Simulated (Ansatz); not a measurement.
Reactions of `N=C(N)BF`.

Program: Ansatz. Geometries: PBE0-D4/def2-TZVP. ΔE: electronic, gas phase. CCSD(T)/CBS is the MP2 limit (def2-TZVPP, def2-QZVPP) plus CCSD(T) − MP2 in def2-TZVPP, frozen cores. This one scheme is used for every species, atoms too. Functionals use def2-TZVPP. Open shells (•) are unrestricted, without spin–orbit coupling. Spin–orbit coupling would lower the free atoms: a little for B, C, F. def2 core potentials past Kr. Bonds to Te are less sure, by a few kJ/mol each and by 10 to 20 or more in all where they break to atoms, as the def2 sets lack core-valence functions. One conformer a species, not always the lowest.

```json
{"reaction": "`N=C(N)BF` → `N/C=N/BF`", "PBE-D4 (eV)": "-0.93", "CCSD(T)/CBS(def2) (eV)": "-0.89"}
{"reaction": "`N=C(N)BF` + H₂O → `N=C(N)BO` + H–F", "PBE-D4 (eV)": "0.06", "CCSD(T)/CBS(def2) (eV)": "0.06"}
{"reaction": "`N=C(N)BF` → `NC1(F)BN1`", "PBE-D4 (eV)": "1.76", "CCSD(T)/CBS(def2) (eV)": "1.92"}
{"reaction": "`N=C(N)BF` + silanol → `N=C(N)O[SiH3]` + `BF`", "PBE-D4 (eV)": "0.41", "CCSD(T)/CBS(def2) (eV)": "0.43"}
{"reaction": "`N=C(N)BF` + `[SiH3][SiH2]BCl` → `FB[SiH2][SiH3]` + `N=C(N)BCl`", "PBE-D4 (eV)": "0.14", "CCSD(T)/CBS(def2) (eV)": "0.15"}
{"reaction": "`N=C(N)BF` → B• + C• + F• + 4 H• + 2 N•", "PBE-D4 (eV)": "38.68", "CCSD(T)/CBS(def2) (eV)": "37.04"}
{"reaction": "`N=C(N)BF` → `FB1NCN1`", "PBE-D4 (eV)": "-1.31", "CCSD(T)/CBS(def2) (eV)": "-1.39"}
{"reaction": "`N=C(N)BF` + `CC[Te]C` → `C[Te]BF` + `CCC(=N)N`", "PBE-D4 (eV)": "-0.64", "CCSD(T)/CBS(def2) (eV)": "-0.59"}
{"reaction": "`N=C(N)BF` + HCl → `N=C(N)BCl` + H–F", "PBE-D4 (eV)": "0.50", "CCSD(T)/CBS(def2) (eV)": "0.50"}
{"reaction": "`N=C(N)BF` + `BCl` → `N=C(N)BCl` + `BF`", "PBE-D4 (eV)": "0.04", "CCSD(T)/CBS(def2) (eV)": "0.04"}
```

Largest T1 diagnostic: 0.015, for `FB[SiH2][SiH3]`.
